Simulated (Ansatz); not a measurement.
Geometry optimisation, Ansatz, UKS PBE0-D4/def2-SVP.

Input file:

```yaml
crystal:
  periodic: [false, false, false]
  atoms:
    - { symbol: H, position_ang: [1.009228, 0.576438, 0.831823] }
    - { symbol: Si, position_ang: [1.124241, -0.804751, 0.402674] }
    - { symbol: Si, position_ang: [-0.899502, -1.530935, -0.533317] }
    - { symbol: C, position_ang: [-0.250863, 2.479728, 0.163697] }
    - { symbol: F, position_ang: [-0.60786, 1.652763, -0.814734] }
    - { symbol: H, position_ang: [1.483867, -1.654693, 1.58112] }
    - { symbol: H, position_ang: [2.225902, -0.91053, -0.604338] }
    - { symbol: H, position_ang: [-1.057118, -1.015258, -1.925355] }
    - { symbol: H, position_ang: [-0.929692, -3.026858, -0.573351] }
    - { symbol: H, position_ang: [-2.047601, -1.058383, 0.300808] }
    - { symbol: H, position_ang: [0.736963, 2.931094, 0.065205] }
    - { symbol: H, position_ang: [-0.787364, 2.361286, 1.105867] }
magnetization:
  spin_polarized: true
  initial_magnetization: 1
basis:
  gaussian: { orbitals: def2-SVP }
hamiltonian:
  xc: pbe0
  dispersion: d4
relax:
  f_tol: 0.03
  max_steps: 50
```

Command:

```bash
$ ansatz run input.yaml --threads 4 --pin off --max-ram 5120MiB --backend cpu --events-out ev --progress --plain --runs-dir out
```

Task: Where does it end, and by what steps?

Result: It converged. The force dipped under the threshold on the way, but the program's further checks kept it going. After 23 steps the energy has fallen by 0.096 eV; H6 moved furthest, 0.79 Å.

```csv
step,energy less start (eV),largest force component (eV/Å),accepted
0,0.0000,0.890,yes
1,-0.0544,0.221,yes
2,-0.0656,0.185,yes
3,-0.0705,0.257,yes
4,-0.0732,0.159,yes
5,-0.0761,0.107,yes
6,-0.0780,0.089,yes
7,-0.0739,0.486,no
8,-0.0779,0.234,no
9,-0.0799,0.016,yes
10,-0.0824,0.166,yes
11,-0.0826,0.326,yes
12,-0.0858,0.176,yes
13,-0.0864,0.155,yes
14,-0.0909,0.026,yes
15,-0.0913,0.166,yes
16,-0.0933,0.069,yes
17,-0.0941,0.030,yes
18,-0.0953,0.041,yes
19,-0.0952,0.071,no
20,-0.0958,0.026,yes
21,-0.0960,0.052,yes
22,-0.0962,0.036,yes
23,-0.0963,0.011,yes
```

```xyz
12
Properties=species:S:1:pos:R:3
H 1.202 0.136 1.439
Si 1.246 -0.961 0.423
Si -0.910 -1.385 -0.420
C -0.430 2.469 -0.026
F -0.016 1.557 -0.903
H 1.793 -2.183 1.090
H 2.180 -0.566 -0.674
H -0.963 -1.156 -1.895
H -1.304 -2.802 -0.148
H -1.913 -0.497 0.245
H 0.281 3.275 0.171
H -1.166 2.113 0.699
```

The run took 86 s on 4 threads of Arm Neoverse N1, on a shared host, peak memory 0.3 GiB.
